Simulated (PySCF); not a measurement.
PySCF 2.14 output of an unrestricted PBE0 calculation on a single atom or ion in aug-cc-pV5Z-PP with ECP60MDF (8s8p6d4f3g2h, 139 functions), with a scalar-relativistic core potential:

```
SCF conv_tol = 1e-09
number electrons alpha = 13  beta = 10
    C. Adamo and V. Barone.,  J. Chem. Phys. 110, 6158 (1999)
    M. Ernzerhof and G. E. Scuseria.,  J. Chem. Phys. 110, 5029 (1999)
cycle= 1 E= -214.427981489259  delta_E= -0.00738  |g|= 0.0109  |ddm|= 0.879
cycle= 2 E= -214.428148479728  delta_E= -0.000167  |g|= 0.00274  |ddm|= 0.193
cycle= 3 E= -214.42818962129  delta_E= -4.11e-05  |g|= 0.00184  |ddm|= 0.091
cycle= 4 E= -214.428199700715  delta_E= -1.01e-05  |g|= 0.000747  |ddm|= 0.0241
cycle= 5 E= -214.42820815251  delta_E= -8.45e-06  |g|= 0.000222  |ddm|= 0.0355
cycle= 6 E= -214.428209015016  delta_E= -8.63e-07  |g|= 3.49e-05  |ddm|= 0.00772
cycle= 7 E= -214.42820902641  delta_E= -1.14e-08  |g|= 5.54e-06  |ddm|= 0.0023
cycle= 8 E= -214.428209026575  delta_E= -1.65e-10  |g|= 1.04e-06  |ddm|= 0.000337
converged SCF energy = -214.428209026575  <S^2> = 3.752289  2S+1 = 4.0011443
```

The run itself started from symmetry-adapted Hartree-Fock orbitals and held the occupation by maximum overlap, on a logarithmic radial grid, so the iterations belong to that start.

**Question.** Which element, charge and spin multiplicity is this?

**Answer.** Bi (bismuth, neutral), multiplicity 4; the state was [Xe] 4f14 5d10 6s2 6p2 7s1, high-spin 4P determinant (an excited configuration).

Energies and moments cover only the electrons outside the core potential. Spin-orbit coupling is strong in this species (close to jj coupling), so the high-spin LS determinant is a model state, not a physical level. The outer electron is Rydberg-like, and this basis confines it to a smaller radius and binds it less than a complete one would.
